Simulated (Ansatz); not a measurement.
```yaml
crystal:
  periodic: [false, false, false]
  atoms:
    - {symbol: C, position_ang: [-0.453386, -0.396598, 0.925947]}
    - {symbol: N, position_ang: [-0.033837, 0.410498, 0.117619]}
    - {symbol: C, position_ang: [0.883819, -1.388588, -0.306395]}
    - {symbol: Mo, position_ang: [-0.417763, 1.121209, -0.923762]}
    - {symbol: O, position_ang: [1.475696, 2.078983, -1.950643]}
    - {symbol: O, position_ang: [-0.872635, 2.592815, 0.058486]}
    - {symbol: F, position_ang: [-1.762149, 1.282113, -2.072915]}
    - {symbol: H, position_ang: [-1.391710, -1.435436, 1.183624]}
    - {symbol: H, position_ang: [-1.388415, 0.036831, 1.357255]}
    - {symbol: H, position_ang: [0.214406, -0.434903, 2.151626]}
    - {symbol: H, position_ang: [0.795633, -1.739257, -0.322711]}
    - {symbol: H, position_ang: [1.742814, -1.045865, 0.358043]}
    - {symbol: H, position_ang: [1.480544, -1.129371, -1.152820]}
basis:
  gaussian: {orbitals: ANO-RCC-VTZP}
total_charge: 1
magnetization: {spin_polarized: true, initial_magnetization: 1}
hamiltonian: {xc: {name: PBE0}}
accuracy: high
scf: {lower_state_search: light}
output: {forces: true}
```

```sh
$ ansatz run in.yaml --threads 2 --pin off --events-out ev --progress --plain --max-ram 32768MiB --backend cuda --devices 0, --max-vram 18GiB
```

Shortened log:

```
Functional definition: PBE0
6398 factors; integrals over basis functions are off by at most 4.4e-9 eV
mean field evaluation 1: about -120456.6055 eV, gradient 1.3e2 eV
mean field evaluation 2: about -119818.1512 eV, gradient 3.4e2 eV
mean field evaluation 4: about -120359.5810 eV, gradient 1.9e2 eV
mean field evaluation 8: about -120537.4524 eV, gradient 1.2e1 eV
mean field evaluation 16: about -120538.6715 eV, gradient 6.2e0 eV
mean field evaluation 32: about -120539.0711 eV, gradient 2.1e-8 eV
mean field -120539.15528977 eV, -4429.7322525252 hartree, gradient 9.6e-8 eV, S^2 1.709420; 18 other end points of the search recorded, 0 dependent functions left out
reference -120539.15529830 eV, -4429.7322528387 hartree; 46, 45 occupied and 286, 287 virtual orbitals, 6398 factors
Total energy: -120539.15529830 eV, -4429.7322528387 hartree
Relativity: scalar
Atom 0 at    -0.453386    -0.396598     0.925947 Å, force    -5.907466    -9.396645    16.575018 eV/Å
Atom 1 at    -0.033837     0.410498     0.117619 Å, force    15.492723   -20.459799    30.716713 eV/Å
Atom 2 at     0.883819    -1.388588    -0.306395 Å, force   105.889204   391.530795    16.776832 eV/Å
Atom 3 at    -0.417763     1.121209    -0.923762 Å, force    -5.822620    33.735181   -40.223025 eV/Å
Atom 4 at     1.475696     2.078983    -1.950643 Å, force    -3.056753    -2.007604     1.780897 eV/Å
Atom 5 at    -0.872635     2.592815     0.058486 Å, force     0.265673    -0.998689    -0.022957 eV/Å
Atom 6 at    -1.762149     1.282113    -2.072915 Å, force    -3.756408    -1.449977    -2.123534 eV/Å
Atom 7 at    -1.391710    -1.435436     1.183624 Å, force     3.042294     1.277094    -2.210985 eV/Å
Atom 8 at    -1.388415     0.036831     1.357255 Å, force     0.077294     1.020586     0.380394 eV/Å
Atom 9 at     0.214406    -0.434903     2.151626 Å, force    -1.773803     0.040284    -4.085820 eV/Å
Atom 10 at     0.795633    -1.739257    -0.322711 Å, force  -100.997955  -392.576104   -16.112849 eV/Å
Atom 11 at     1.742814    -1.045865     0.358043 Å, force    -2.234746    -1.289712    -0.132226 eV/Å
Atom 12 at     1.480544    -1.129371    -1.152820 Å, force    -1.217436     0.574591    -1.318458 eV/Å
Dipole moment:     0.015542    -1.345890     1.117905 e Å
```

It took 3.9 min on 2 threads of an AMD EPYC 7R13 on a shared host and a share of an NVIDIA H100 80 GB, with 2.4 GiB of host memory at the peak.
